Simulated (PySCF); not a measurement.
C4H5FO, SMILES C[C@@H]1OC=C1F. Atoms are numbered in the order given.

```xyz
11

C      1.8287    -0.1197    -0.5639
C      0.6312    -0.4152     0.2980
O     -0.2611    -1.4144    -0.3241
C     -1.2877    -0.4671    -0.2874
C     -0.5579     0.5096     0.2730
F     -0.7354     1.7629     0.6622
H      2.4189     0.6992    -0.1232
H      1.5081     0.1780    -1.5731
H      2.4751    -1.0074    -0.6397
H      0.9101    -0.7768     1.3034
H     -2.2910    -0.6903    -0.6518
```

Geometry: r2SCAN-D4/def2-SVP. The structure was generated by enumeration; whether it is a known compound was not checked.

Method: TDA-ωB97X/def2-SVPD (PySCF).

Vertical excitations. 

```tsv
state	energy (eV)	λ (nm)	f	main pairs
S1	6.45	192	0.020	HOMO→LUMO+1 34 %, HOMO→LUMO+2 34 %, HOMO→LUMO 14 %
S2	6.65	186	0.094	HOMO→LUMO 69 %, HOMO→LUMO+1 16 %
S3	7.05	176	0.047	HOMO→LUMO+2 41 %, HOMO→LUMO+1 39 %, HOMO→LUMO+5 7 %
S4	7.82	158	0.012	HOMO→LUMO+3 41 %, HOMO→LUMO+4 33 %, HOMO→LUMO+5 11 %
S5	8.15	152	0.011	HOMO→LUMO+4 51 %, HOMO→LUMO+3 27 %, HOMO→LUMO+8 11 %
S6	8.37	148	0.016	HOMO→LUMO+5 53 %, HOMO→LUMO+2 11 %
S7	8.64	143	0.006	HOMO−1→LUMO 27 %, HOMO−2→LUMO 23 %, HOMO−1→LUMO+1 14 %, HOMO−2→LUMO+1 12 %
S8	9.19	135	0.021	HOMO→LUMO+7 34 %, HOMO→LUMO+6 32 %, HOMO→LUMO+9 6 %
S9	9.26	134	0.051	HOMO→LUMO+6 21 %, HOMO→LUMO+8 10 %, HOMO→LUMO+7 8 %, HOMO−1→LUMO 7 %
S10	9.38	132	0.171	HOMO−1→LUMO 27 %, HOMO→LUMO+6 17 %, HOMO−2→LUMO 13 %, HOMO−2→LUMO+1 9 %
T1	3.96	313	0	HOMO→LUMO 45 %, HOMO→LUMO+1 35 %
T2	6.15	202	0	HOMO→LUMO+2 41 %, HOMO→LUMO+1 30 %, HOMO→LUMO+5 8 %
T3	6.85	181	0	HOMO→LUMO 27 %, HOMO→LUMO+1 23 %, HOMO→LUMO+2 22 %, HOMO→LUMO+5 13 %
T4	7.69	161	0	HOMO→LUMO+3 40 %, HOMO→LUMO+4 24 %, HOMO→LUMO+5 10 %, HOMO→LUMO+2 10 %
```
Triplets are in the Tamm–Dancoff approximation.
